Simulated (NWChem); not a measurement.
System: SiH$_{3}$Cl; SMILES [SiH3]Cl

The following NWChem deck was run.

```
start job
memory heap 200 mb stack 900 mb global 1100 mb
geometry units angstroms noautosym nocenter noautoz
  Si     0.000000     0.000000    -0.958007
  Cl     0.000000     0.000000     1.122292
  H     -0.792593    -1.176561    -1.447511
  H      1.415228    -0.098125    -1.447511
  H     -0.622635     1.274686    -1.447511
end
basis spherical
  * library aug-cc-pvtz
end
dft
  xc pbe0
  iterations 150
end
cosmo
  do_cosmo_smd true
  solvent water
end
task dft energy
```

Excerpt of the output:

```
             Northwest Computational Chemistry Package (NWChem) 7.3.0
             --------------------------------------------------------

                             Geometry "geometry" -> ""
                             -------------------------

 Output coordinates in angstroms (scale by  1.889725989 to convert to a.u.)

  No.       Tag          Charge          X              Y              Z
 ---- ---------------- ---------- -------------- -------------- --------------
    1 Si                  14.0000     0.00000000     0.00000000    -0.95800700
    2 Cl                  17.0000     0.00000000     0.00000000     1.12229200
    3 H                    1.0000    -0.79259300    -1.17656100    -1.44751100
    4 H                    1.0000     1.41522800    -0.09812500    -1.44751100
    5 H                    1.0000    -0.62263500     1.27468600    -1.44751100

 Effective nuclear repulsion energy (a.u.)      85.1915776745

                                 NWChem DFT Module
                                 -----------------

 Summary of "ao basis" -> "ao basis" (spherical)
 ------------------------------------------------------------------------------
       Tag                 Description            Shells   Functions and Types
 ---------------- ------------------------------  ------  ---------------------
 Si                       aug-cc-pvtz               16       50   6s5p3d2f
 Cl                       aug-cc-pvtz               16       50   6s5p3d2f
 H                        aug-cc-pvtz                9       23   4s3p2d

 in cosmo_initialize ...
 calling solv_data for solv:h2o

 solvent parameters
 solvname_short: h2o
 solvname_long:  water
 dielec:       78.4000
 dielecinf:     1.7769
 aqueous SMD model solvent descriptors
 dielec:       78.4000
 sola:          0.8200

          ---------------
          -cosmo- solvent
          ---------------
 Cosmo: York-Karplus, doi: 10.1021/jp992097l
 dielectric constant -eps-     =  78.40
 screen = (eps-1)/(eps    )    =   0.98724
 surface charge correction     = lagrangian

   van der Waals surface
 --------------------------

 ---------- ATOMIC COORDINATES (A.U.) ------------ VDWR(ANG.) --
     1    0.00000000    0.00000000   -1.81037073     2.470
     2    0.00000000    0.00000000    2.12082436     2.380
     3   -1.49778359   -2.22337790   -2.73539916     1.200
     4    2.67439313   -0.18542936   -2.73539916     1.200
     5   -1.17660954    2.40880726   -2.73539916     1.200
 number of segments per atom =        128
 number of   points per atom =        128
 atom (   nspa,  nppa )
 ----------------------
    1 (     90,     0 )       0
    2 (     92,     0 )       0
    3 (     33,     0 )       0
    4 (     32,     0 )       0
    5 (     35,     0 )       0
 number of -cosmo- surface points =      282
 molecular surface =    106.825 angstrom**2
 molecular volume  =     91.165 angstrom**3
 -lineq- algorithm             =   0
 -bem- low  level              =   3
 -bem- from -octahedral-
 gaussian surface charge width =   4.50000
 degree of switching           =   1.00000
 switching function tolerance  =   0.00010
 atomic radii =
 --------------
    1 14.000  2.470
    2 17.000  2.380
    3  1.000  1.200
    4  1.000  1.200
    5  1.000  1.200
 ...... end of -cosmo- initialization ......

 nat:                     5
 ixmem:                  1509
 calling mnsol_interface()
 G(SMD-CDS) energy (kcal/mol)  =     2.017
 SMD-CDS SASA (angstrom**2)    =   108.855

            General Information
            -------------------
          SCF calculation type: DFT
          Wavefunction type:  closed shell.
          No. of atoms     :     5
          No. of electrons :    34
           Alpha electrons :    17
            Beta electrons :    17
          Charge           :     0
          Spin multiplicity:     1
          Use of symmetry is: off; symmetry adaption is: off
          Maximum number of iterations: 150
          AO basis - number of functions:   169
                     number of shells:    59
          Convergence on energy requested:  1.00D-06
          Convergence on density requested:  1.00D-05
          Convergence on gradient requested:  5.00D-04

              XC Information
              --------------
                         PBE0 Method XC Functional
                     Hartree-Fock (Exact) Exchange  0.250
          PerdewBurkeErnzerhof Exchange Functional  0.750
            Perdew 1991 LDA Correlation Functional  1.000 local
           PerdewBurkeErnz. Correlation Functional  1.000 non-local

             Grid Information
             ----------------
          Grid used for XC integration:  medium
          Radial quadrature: Mura-Knowles
          Angular quadrature: Lebedev.
          Tag              B.-S. Rad. Rad. Pts. Rad. Cut. Ang. Pts.
          ---              ---------- --------- --------- ---------
          Si                  1.10       88          13.0       590
          Cl                  1.00       88          14.0       590
          H                   0.35       45          13.0       434
          Grid pruning is: on
          Number of quadrature shells:   311
          Spatial weights used:  Erf1

      Superposition of Atomic Density Guess
      -------------------------------------

 Sum of atomic energies:        -749.82732990

      Non-variational initial energy
      ------------------------------

 Total energy =    -750.211891
 1-e energy   =   -1206.442556
 2-e energy   =     371.039087
 HOMO         =      -0.390761
 LUMO         =       0.015602

   convergence    iter        energy       DeltaE   RMS-Dens  Diis-err
 ---------------- ----- ----------------- --------- --------- ---------
     COSMO gas phase
 d= 0,ls=0.0,diis     1   -751.2592181860 -8.36D+02  3.95D-03  3.75D-01
 d= 0,ls=0.0,diis     2   -751.2673116267 -8.09D-03  1.57D-03  1.35D-01
 d= 0,ls=0.0,diis     3   -751.2837819181 -1.65D-02  4.66D-04  2.86D-02
 d= 0,ls=0.0,diis     4   -751.2876898245 -3.91D-03  5.57D-05  1.30D-04
 d= 0,ls=0.0,diis     5   -751.2877082469 -1.84D-05  1.60D-05  1.49D-05
  Resetting Diis
 d= 0,ls=0.0,diis     6   -751.2877098552 -1.61D-06  2.74D-06  5.11D-07
 d= 0,ls=0.0,diis     7   -751.2877099265 -7.13D-08  9.16D-07  2.25D-08

   convergence    iter        energy       DeltaE   RMS-Dens  Diis-err
 ---------------- ----- ----------------- --------- --------- ---------
     COSMO solvation phase
 d= 0,ls=0.0,diis     1   -751.2858727928  1.84D-03  3.26D-04  5.49D-04
 d= 0,ls=0.0,diis     2   -751.2861023749 -2.30D-04  9.52D-05  2.70D-04
 d= 0,ls=0.0,diis     3   -751.2861405177 -3.81D-05  4.23D-05  3.18D-05
 d= 0,ls=0.0,diis     4   -751.2861447701 -4.25D-06  9.05D-06  8.32D-07
 d= 0,ls=0.0,diis     5   -751.2861448908 -1.21D-07  1.23D-06  5.14D-08

         Total DFT energy =     -751.286144890833
      One electron energy =    -1208.003366108684
           Coulomb energy =      421.481808270679
    Exchange-Corr. energy =      -49.980894520625
 Nuclear repulsion energy =       85.191577674524

             COSMO energy =        0.024729793272

 Numeric. integr. density =       34.000012347695

                                COSMO-SMD solvation results
                                ---------------------------

             internal energy in gas <Psi(g)|H|Psi(g)> =      -751.287709926543
         internal energy in solvent <Psi(s)|H|Psi(s)> =      -751.287365899981
                               delta internal energy  =         0.000344026563 (    0.22 kcal/mol)
   total free energy in solvent <Psi(s)|H+V/2|Psi(s)> =      -751.289359726053
 polarization energy contribution <Psi(s)|V/2|Psi(s)> =        -0.001993826072 (   -1.25 kcal/mol)
    total free energy in solvent including G(SMD-CDS) =      -751.286144890833
                       G(SMD-CDS) energy contribution =         0.003214835219 (    2.02 kcal/mol)
     1 M fixed-concentration free energy of solvation =         0.001565035710 (    0.98 kcal/mol)

                       DFT Final Molecular Orbital Analysis
                       ------------------------------------

 Vector   15  Occ=2.000000D+00  E=-3.934512D-01
              MO Center= -2.5D-01,  9.1D-02, -3.7D-01, r^2= 2.9D+00
   Bfn.  Coefficient  Atom+Function         Bfn.  Coefficient  Atom+Function
  ----- ------------  ---------------      ----- ------------  ---------------
    61      0.320867  2 Cl py                11      0.301056  1 Si py
    67      0.197569  2 Cl py               148      0.174144  5 H  s
    64      0.148486  2 Cl py               102     -0.148522  3 H  s
   149      0.136969  5 H  s                103     -0.116887  3 H  s
   147      0.109785  5 H  s                101     -0.093618  3 H  s

 Vector   16  Occ=2.000000D+00  E=-3.328718D-01
              MO Center=  2.0D-01, -6.9D-02,  1.2D-01, r^2= 3.2D+00
   Bfn.  Coefficient  Atom+Function         Bfn.  Coefficient  Atom+Function
  ----- ------------  ---------------      ----- ------------  ---------------
    60      0.445901  2 Cl px                66      0.275223  2 Cl px
    63      0.208741  2 Cl px                10     -0.202121  1 Si px
   125     -0.166846  4 H  s                124     -0.111096  4 H  s
   102      0.102905  3 H  s                 16     -0.101827  1 Si px
   126     -0.084261  4 H  s                101      0.068539  3 H  s

 Vector   17  Occ=2.000000D+00  E=-3.328420D-01
              MO Center= -2.0D-01,  6.9D-02,  1.2D-01, r^2= 3.2D+00
   Bfn.  Coefficient  Atom+Function         Bfn.  Coefficient  Atom+Function
  ----- ------------  ---------------      ----- ------------  ---------------
    61      0.445759  2 Cl py                67      0.275163  2 Cl py
    64      0.208678  2 Cl py                11     -0.202280  1 Si py
   148     -0.155816  5 H  s                102      0.133330  3 H  s
   147     -0.103764  5 H  s                 17     -0.101991  1 Si py
   101      0.088772  3 H  s                149     -0.078406  5 H  s

 Vector   18  Occ=0.000000D+00  E=-1.609719D-02
              MO Center=  3.2D-04, -1.7D-04, -5.1D-01, r^2= 8.6D+00
   Bfn.  Coefficient  Atom+Function         Bfn.  Coefficient  Atom+Function
  ----- ------------  ---------------      ----- ------------  ---------------
     5      0.934127  1 Si s                 21      0.593352  1 Si pz
    56     -0.487478  2 Cl s                 18      0.430094  1 Si pz
    55     -0.325758  2 Cl s                 68      0.296872  2 Cl pz
    12      0.283627  1 Si pz                71      0.266776  2 Cl pz
    53     -0.195077  2 Cl s                 62      0.180556  2 Cl pz

 Vector   19  Occ=0.000000D+00  E=-4.239187D-04
              MO Center=  2.4D-03,  2.9D-04, -1.3D+00, r^2= 1.5D+01
   Bfn.  Coefficient  Atom+Function         Bfn.  Coefficient  Atom+Function
  ----- ------------  ---------------      ----- ------------  ---------------
     6      1.965137  1 Si s                104     -0.944552  3 H  s
   127     -0.946587  4 H  s                150     -0.942876  5 H  s
     5      0.700816  1 Si s                 21     -0.345380  1 Si pz
   103     -0.336414  3 H  s                126     -0.336994  4 H  s
   149     -0.336374  5 H  s                  3      0.269448  1 Si s

 Vector   20  Occ=0.000000D+00  E= 2.801335D-02
              MO Center=  1.1D+00,  3.8D-01, -8.3D-01, r^2= 1.0D+01
   Bfn.  Coefficient  Atom+Function         Bfn.  Coefficient  Atom+Function
  ----- ------------  ---------------      ----- ------------  ---------------
   104      2.853616  3 H  s                 20      2.458498  1 Si py
   150     -2.233680  5 H  s                 19      0.698597  1 Si px
   127     -0.621272  4 H  s                 70     -0.360868  2 Cl py
    22      0.173130  1 Si d -2              32      0.129741  1 Si d -2
    61     -0.110671  2 Cl py               112     -0.106980  3 H  py

     Multipole analysis of the density
     ---------------------------------

     L   x y z        total         alpha         beta         nuclear
     -   - - -        -----         -----         ----         -------
     0   0 0 0     -0.000000    -17.000000    -17.000000     34.000000

     1   1 0 0     -0.000589     -0.000294     -0.000294      0.000000
     1   0 1 0      0.000092      0.000046      0.000046      0.000000
     1   0 0 1     -0.717794     -1.610210     -1.610210      2.502626

     2   2 0 0    -20.701805    -15.740975    -15.740975     10.780144
     2   1 1 0     -0.000372     -0.000187     -0.000187      0.000002
     2   1 0 1      0.003081      0.001541      0.001541     -0.000000
     2   0 2 0    -20.699892    -15.740019    -15.740019     10.780146
     2   0 1 1     -0.000570     -0.000285     -0.000285      0.000000
     2   0 0 2    -20.221149    -82.508398    -82.508398    144.795647
```

Level: PBE0/aug-cc-pVTZ, SMD on the gas-phase geometry. Geometry: optimised at PBE-D3(BJ)/def2-SVP. Solvent: water.
